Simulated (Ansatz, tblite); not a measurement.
Removing and adding an electron: In7Sb7. The state is a singlet with charge 0. Geometry: r2SCAN-D4/def2-SVP. Ansatz, gas phase; energy differences of separate SCF runs; the oxidised species was run as a doublet alone; the reduced species was run as a doublet alone.

```xyz
14

In   -0.662   -2.213    1.072
Sb    1.229   -2.946    2.932
In    0.714    3.634    2.614
Sb    1.034    1.006    0.985
In    1.706    0.074   -1.652
In    2.385   -2.990    0.506
Sb    2.686   -2.533   -2.227
In   -1.877    1.311    1.423
Sb   -2.083    4.073    1.130
Sb   -3.183   -1.001    0.558
In   -1.450   -0.270   -1.661
Sb   -0.147   -2.860   -1.764
In   -0.254    2.979   -0.696
Sb   -0.097    1.736   -3.218
```

In the def2 sets In, Sb take a core potential; there is no spin–orbit coupling. The xTB rows come from tblite. Single mean-field runs in def2-TZVP are fitted with def2-universal-jkfit.

| level | −HOMO (eV) | vertical IE (eV) | −LUMO (eV) | vertical EA (eV) | HOMO–LUMO gap (eV) | IE − EA (eV) |
| --- | --- | --- | --- | --- | --- | --- |
| GFN1-xTB | 7.62 | 9.10 | 6.90 | – | 0.72 | – |
| PBE-D4/def2-TZVP | 4.46 | 5.94 | 3.63 | 2.25 | 0.83 | 3.69 |
| BLYP-D4/def2-TZVP | 4.26 | 5.77 | 3.47 | 2.09 | 0.79 | 3.68 |
| PBE0-D4/def2-TZVP | 5.10 | 6.07 | 3.20 | 2.28 | 1.90 | 3.79 |

Relaxing the oxidised species (r2SCAN-D4/def2-SVP) changes its energy by -0.81 eV at PBE-D4/def2-TZVP, so the adiabatic ionisation energy to this nearest minimum is 5.13 eV. On the way Sb2–Sb4 forms. At PBE0-D4/def2-TZVP it is 5.28 eV.   Raw xTB energy differences between charge states are shifted by several eV; the methods need an empirical correction for them. Sets without diffuse functions give affinities that are too small.
